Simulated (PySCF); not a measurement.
Si(H)(SH) (H2SSi), SMILES [SiH]S (connectivity only; charge and spin as stated), neutral, multiplicity 1. Geometry optimised at PBE-D3(BJ)/def2-TZVP.

TDDFT-ωB97X/def2-TZVPD (PySCF) puts the lowest singlet excitations at 3.13, 5.26, 5.39, 6.00, 6.47, 6.87 eV.

Q: What are the lowest excitation roots from ADC(2)/aug-cc-pVDZ (PySCF)? (The exact figures need the calculation; the answer reports its results.)

A: 3.29, 4.91, 5.65, 5.76, 6.30, 6.67 eV. S1 differs by 0.17 eV (second minus first; roots are paired by order, and the bases may differ).
